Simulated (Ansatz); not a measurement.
System: SnI2, charge 0, multiplicity 1. 
Geometry from a B3LYP-D3(BJ)/def2-TZVP (Ansatz, a program for electronic structure) optimisation:
```
Sn
I 1 2.7577
I 1 2.7577 2 100.68
```

Basis-set convergence of Hartree-Fock and CCSD(T) correlation energies (hartree) with Ansatz. Valence correlation only, unless marked. No spin-orbit coupling. The frozen core is the preceding noble-gas configuration, with the filled d and f shells of earlier blocks. In def2 rows, elements after Kr have scalar-relativistic effective core potentials.

```csv
basis,functions,E(HF),"E(corr, CCSD(T))",rough core time
def2-SVPD,102,-806.77407,-0.30377,under 20 s
def2-TZVPPD,174,[?],[?],22 s
```

Fill in the missing entries.


- def2-TZVPPD, E(HF): -806.79673
- def2-TZVPPD, E(corr, CCSD(T)): -0.40003
